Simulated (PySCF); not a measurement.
Two-component Hartree-Fock for Ca⁻ (calcium, charge -1)

Start: [Ar] 3d1 4s2; 3d5/2 filled at m_j = +5/2. Calculated with PySCF 2.14 in x2c-SVPall-2c with one added diffuse shell of s type (6s5p2d, 31 functions): generalised Hartree-Fock with the X2C-1e Hamiltonian and a Gaussian nucleus; one run each with spin-orbit coupling (SO) screened by Boettger's factors, then bare. This is a chosen level, not necessarily the ground level.

```
spinor shell  electrons  ε, screened SO (eV)  ε, bare SO (eV)  weight of nominal j (bare SO)  rms radius, bare SO (bohr)
       1s1/2          2              -4077.0          -4077.0                          1.000                      0.0889
       2s1/2          2              -454.67          -454.67                          1.000                       0.393
       2p1/2          2              -366.97          -367.27                          1.000                       0.360
       3s1/2          2              -55.057          -55.060                          1.000                        1.25
       3p3/2          4              -30.139          -30.132                          0.899                        1.40
       3p1/2          2              -30.493          -30.518                          0.798                        1.39
       4s1/2          2               -0.670           -0.671                          0.999                        7.12
       3d5/2          1                0.825            0.829                          1.000                        3.70
```

(1) Where does 2p3/2 lie, and what is the 2p spin-orbit splitting (bare SO)?

```
   quantity  screened SO     bare SO
E (hartree)   -679.44232  -679.44283
        M_J          5/2         5/2
       ⟨J²⟩        9.001       9.001
       ⟨L²⟩        6.019       6.019
       ⟨S²⟩        0.983       0.983
```

The configuration of this anion was assumed by filling the next shell in order. It is not the known or likely ground configuration (Ca⁻, Sr⁻ and Ba⁻, for instance, bind a p electron), so these values are not the electron affinity of the element. At GHF the highest occupied level has a positive energy, so only the finite basis holds that electron.

The basis lacks diffuse functions for the outer shell of this anion, so its levels lie too high.

Each row is a mean over spinors that exchange with the open shell spreads, by up to 1.692 eV (3p3/2).

Rows whose weight is well below 1 are mixtures of j = l ± 1/2: exchange outweighs spin-orbit coupling there, and the label is only the starting occupation.

⟨J²⟩ departs a little from M_J(M_J + 1) because the unrestricted spinors polarise the closed shells.

Answers

(1) At -363.01 eV, 4.258 eV above 2p1/2.
